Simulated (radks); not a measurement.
Results of a calculation; reference values are marked as such.
B III, 3 electrons, occupied as [He] 2s0.5 3s0.5 (fractional occupations, a model configuration).

Level of theory: non-relativistic Kohn-Sham, exchange-only LDA, spin-polarised, spherical densities, point nucleus; open shells are filled with parallel spins first (a radial shooting solver on a logarithmic mesh with Libxc functionals).

Energy parts (hartree):
part                 energy
total             -22.55223
kinetic            22.55223
electron-nucleus  -49.44436
Hartree             6.99543
exchange           -2.65554

Orbitals (lengths in bohr, moments of r in powers of bohr):
[
 {"orbital": "1s up", "occ.": "1", "eigenvalue (hartree)": "-7.80818", "<r>": "0.3308"},
 {"orbital": "1s down", "occ.": "1", "eigenvalue (hartree)": "-7.78599", "<r>": "0.3301"},
 {"orbital": "2s up", "occ.": "0.5", "eigenvalue (hartree)": "-1.24744", "<r>": "1.610"},
 {"orbital": "2s down", "occ.": "0", "eigenvalue (hartree)": "-1.05839", "<r>": "1.629"},
 {"orbital": "3s up", "occ.": "0.5", "eigenvalue (hartree)": "-0.44818", "<r>": "4.065"},
 {"orbital": "3s down", "occ.": "0", "eigenvalue (hartree)": "-0.34161", "<r>": "4.464"}
]

The highest occupied level is 3s up at -12.196 eV. The configuration is held as typed, so some empty levels lie below it. Virial ratio -V/T = 2.00000. Summed over all electrons, <r^2> = 11.17 bohr^2, which gives a Langevin (diamagnetic) susceptibility term of -8.85 x 10^-6 cm^3/mol. The electron density at the nucleus is 69.67 e/bohr^3.
